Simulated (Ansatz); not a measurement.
Ideal-gas functions of `N[SiH]1BN1` at 400 K and 1 bar, from an Ansatz frequency run at PBE0-D4/def2-TZVP.

Molar mass 71.95 g/mol, point group C1 (symmetry number 1), electronic degeneracy 1, moments of inertia 30.959, 119.25, 121.332 u Å². Harmonic wavenumbers (cm⁻¹, unscaled): 225, 261, 269, 334, 552, 637, 652, 689, 783, 860, 868, 907, 954, 1080, 1332, 1576, 2236, 2676, 3562, 3621, 3722.

Use S(trans) = R[1.5 ln M + 2.5 ln T − 1.1517]; rotational temperatures θ = 24.2544 K / I; S(rot) = R[ln(√π/σ · √(T³/θAθBθC)) + 1.5]; for each mode x = 1.438777 ν̃/T, S = R[x/(eˣ − 1) − ln(1 − e⁻ˣ)] and H = RT x/(eˣ − 1); 1 cm⁻¹ = 0.0119627 kJ/mol; R = 8.31446 J/(mol·K).

Q: By hand: the entropy, in J/(mol·K).

A: Translation 168.3. Rotation: θ = 0.7834, 0.2034, 0.1999 K, giving 106.3. Vibration, mode by mode: 10.30, 9.14, 8.91, 7.27, 3.86, 3.03, 2.90, 2.62, 2.00, 1.61, 1.57, 1.40, 1.23, 0.85, 0.40, 0.19, 0.02, 0.01, 0.00, 0.00, 0.00, in all 57.3. Electronic 0.0. Sum 331.9 J/(mol·K).

Q: By hand: H − E and G − E in kJ/mol, counted from the electronic energy.

A: Zero-point energy ½ × 27796 × 0.0119627 = 166.3; thermal vibration 14.2; translation, rotation and pV give 4 RT = 13.3. H − E = 193.8 kJ/mol, and G − E = 193.8 − 400 × 331.9/1000 = 61.0 kJ/mol.

Vibration gives 17 % of the entropy. The sum counts one conformer and one mirror image; others add a mixing term.
